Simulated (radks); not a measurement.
Valence configurations of Tb I (all share [Xe]). All-electron calculation, scalar-relativistic Kohn-Sham, BLYP, spin-polarised, spherical densities, finite nucleus; open shells are filled with parallel spins first (spin-orbit coupling, left out, can overturn this in heavy ions); Fermi nuclear charge, rms radius 5.06 fm. Program: a radial shooting solver on a logarithmic mesh with Libxc functionals. Energies are relative to 4f9 6s2; eigenvalues in eV for spin up.

valence          E (eV)  moment (Bohr magnetons)    e(4f)   e(5d)   e(6p)   e(6s)
4f9 6s2           0.000                        5   -4.206       -       -  -3.653
4f8 6s2 6p1       3.136                        7  -13.609       -  -2.151  -5.568
4f9 5d0.5 6s1.5   1.041                        6   -3.673  -1.172       -  -3.629
4f8 5d1 6s2       1.203                        7  -10.339  -2.600       -  -4.218
4f7 5d2 6s2       6.551                        9  -17.291  -3.823       -  -4.593
4f8 5d2 6s1       2.292                        9   -8.738  -1.880       -  -3.967

NIST lists [Xe] 4f9 6s2 as the ground configuration; this level of theory agrees among the configurations tried. The energies are those of spherical high-spin densities, not of single terms. No valid solution was reached for [Xe] 4f11; [Xe] 4f10 6s1; [Xe] 4f9 5d1 6s1; [Xe] 4f9.5 6s1.5.
